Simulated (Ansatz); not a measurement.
Cost and result for the atomization energy of C₂H₈AlFSi, SMILES `[CH3][AlH][CH2][SiH2]F` (13 atoms, 12 bonds).

```xyz
13

C    -0.658    1.485   -1.672
Al    0.713    0.256   -1.036
C     0.260   -1.200    0.195
Si    0.032   -0.725    1.956
F    -0.365   -1.987    2.866
H    -0.656    1.555   -2.765
H    -1.665    1.211   -1.351
H    -0.458    2.498   -1.303
H     2.224    0.410   -1.504
H     1.040   -1.967    0.136
H    -0.685   -1.638   -0.154
H     1.284   -0.165    2.529
H    -1.065    0.267    2.102
```

Charge 0, multiplicity 1. The geometry is a stationary point of PBE0-D4/def2-TZVP. It is one conformer, not always the lowest. Program: Ansatz. All runs use 4 threads of an Arm Neoverse V1 on a shared host. Times are those of one run each, without the atoms' runs, and a repeat can differ threefold. Electronic energies, without spin–orbit coupling; frozen cores. CCSD(T)/CBS adds CCSD(T) − MP2 in def2-TZVPP to the MP2 limit, and its time is that of the two runs behind it. T1 = 0.011. B3LYP takes the VWN-RPA correlation (the form of Gaussian; ORCA's B3LYP/G).

CCSD(T)/CBS is a level of theory with its own doubt, some kJ/mol a heavy atom from the limit and from the frozen cores, so smaller differences don't rank the functionals.

```csv
level,functions,wall time,atomization (kJ/mol),difference from CCSD(T)/CBS,per bond
PBE-D4/def2-TZVPP (with forces),289,3.3 s,4597.1,-1.9,-0.2
PBE0-D4/def2-TZVPP,289,4.2 s,4561.2,-37.8,-3.2
r2SCAN-D4/def2-TZVPP (with forces),289,6.5 s,4598.5,-0.5,0.0
B3LYP-D4/def2-TZVPP (with forces),289,7 s,4577.2,-21.8,-1.8
B2PLYP/def2-TZVPP,289,8 s,4537.0,-62.0,-5.2
ωB97X-V/def2-TZVPP,289,13 s,4604.2,5.2,0.4
ωB97M-V/def2-TZVPP (with forces),289,17 s,4600.0,1.0,0.1
MP2/def2-QZVPP,551,34 s,4597.2,-1.8,-0.1
CCSD(T)/def2-TZVPP,289,4.6 min,4489.5,-109.5,-9.1
CCSD(T)/CBS(def2),–,5.2 min,4599.0,0.0,0.0
```

The D4 term adds +39.3 kJ/mol with B3LYP and +20.9 kJ/mol with PBE0; it sums over pairs of atoms, weighted by their polarisabilities, and B3LYP, whose exchange is more repulsive, gets the larger term. In def2-TZVPP, CCSD(T) changes the Hartree–Fock value by +975.8 kJ/mol (the triples alone add +47.6 kJ/mol) and MP2 by +1017.8 kJ/mol; breaking electron pairs costs correlation energy, which Hartree–Fock lacks. From PBE to PBE0 (25 % exact exchange), in def2-TZVPP and without D4, the atomization energy moves by −32.4 kJ/mol: exact exchange takes away binding that semilocal exchange gives to molecules.
